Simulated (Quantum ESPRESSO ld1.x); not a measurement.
Task: The mean radii <r> (bohr) of the occupied orbitals of an atom or ion are listed with their occupations. All-electron calculation, scalar-relativistic Kohn-Sham, PBE, spin-unpolarised, spherical densities, point nucleus. Program: ld1.x of Quantum ESPRESSO 7.5.

| orbital | occ. | <r> |
|---|---|---|
| 1s | 2 | 0.01578 |
| 2s | 2 | 0.06646 |
| 2p | 6 | 0.06055 |
| 3s | 2 | 0.1716 |
| 3p | 6 | 0.1737 |
| 3d | 10 | 0.1575 |
| 4s | 2 | 0.3770 |
| 4p | 6 | 0.4025 |
| 4d | 10 | 0.4224 |
| 5s | 2 | 0.8304 |
| 4f | 14 | 0.4409 |
| 5p | 6 | 0.9461 |
| 5d | 10 | 1.205 |
| 6s | 1 | 1.952 |

Name the element and its charge.

Result: Z = 83, bismuth, charge +4: Bi4+ in [Xe] 4f14 5d10 6s1. The 1s radius gives Z: for a bare nucleus <r> = (2 gamma + 1)/(2Z) with gamma = sqrt(1 - (Z/c)^2), 0.01561 bohr for Z = 83, and screening makes it slightly larger (0.01578 here). The occupations add up to 79, and the charge is Z minus that.
